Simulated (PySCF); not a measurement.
Sn(OH)2(SMe)2, SMILES C[S][Sn]([OH])([OH])[S]C (C₂H₈O₂S₂Sn) at its GFN2-xTB optimised geometry (Å):

```
15

C     -0.0989     0.5056     3.2729
S     -1.1987    -0.4222     2.1721
Sn    -0.5956     0.5079     0.0000
O     -0.9310     2.4823     0.0000
O      1.3986     0.5079     0.0000
S     -1.3685    -0.5643    -2.0512
C     -0.4290    -2.1171    -2.0221
H     -0.3268     1.5644     3.2201
H     -0.3051     0.1277     4.2692
H      0.9351     0.3164     3.0078
H     -1.7688     2.7776    -0.3545
H      1.7688     1.3609    -0.2300
H     -0.5710    -2.5566    -3.0041
H      0.6232    -1.9135    -1.8573
H     -0.8243    -2.7776    -1.2585
```

Method: PySCF with B3LYP/def2-TZVP, def2 effective core potentials past Kr. The core electrons that the potentials of Sn replace are not part of the density.

Map of the electron localisation function on the plane z = 1.5 Å:

```
|                               |
|                               |
|                               |
|                               |
|            ..                 |
|          .:::.                |
|          :-=-:                |
|         .:==-.                |
|          .::.                 |
|                               |
|                               |
|                               |
|      .:--=--:.    ...         |
|     .:+*###*+-.   ....        |
|     .=*%%@@%#+:    ...        |
|     .=*%@@@@%#=    ...        |
|     .=*%%%*#@%+.              |
|     .-+*##*%@@#:              |
|      .-+##%@@@#=              |
|       :-+#%@@@%+.             |
|       .:=*%%@%#=.             |
|        .:=*###+-              |
|         .:-===:.              |
|           ....                |
|                               |
|                               |
|                               |
|                               |
|                               |
|                               |
|                               |
```
Scale: ten equal steps from 0.000 (start of ' ') to 0.892 (end of '@'), in the order ' .:-=+*#%@'; x runs from -5.00 to 5.00, y from -5.00 (bottom) to 5.00 (top).
